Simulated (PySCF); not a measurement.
**Diatomic cations of Na with the alkaline earths**

MP2 with double-zeta basis sets in PySCF, for the lowest determinant that a PBE0 search found; no spin–orbit coupling. De refers to high-spin ground-configuration atoms (the charge goes to the atom of lower measured ionisation energy or higher electron affinity, which is not always the lowest computed limit).

```csv
M,basis,"reference, frozen orbitals",charged atom,state (unpaired electrons),Re (Å),ωe (cm⁻¹),De (eV)
Be,cc-pVDZ,"RHF, 1",Na+,singlet (closed shell),3.059,185,0.36
Mg,cc-pVDZ,"RHF, 2",Na+,singlet (closed shell),3.301,145,0.52
Ca,def2-SVP,"RHF, 6",Na+,singlet (closed shell),3.685,128,0.79
Sr,def2-SVP,"RHF, 1",Na+,singlet (closed shell),3.736,112,0.87
```

The shortest bond is that of NaBe⁺ (3.059 Å), the longest that of NaSr⁺ (3.736 Å).

The rows differ in basis set, which adds steps of its own.

Down a group the atoms grow and get heavier, so bonds lengthen and wavenumbers fall; this series shows no clear exception.

Correlated steps freeze the inner cores (1 to 6 orbitals); shallow outer-core shells are correlated. Weak bonds: NaBe⁺. Basis-set superposition, not corrected here, can be much of De in a small basis, most of all at correlated wavefunction levels. For an ion De counts to the pair picked by the measured ionisation energies or electron affinities, which need not be the lowest pair at this level.
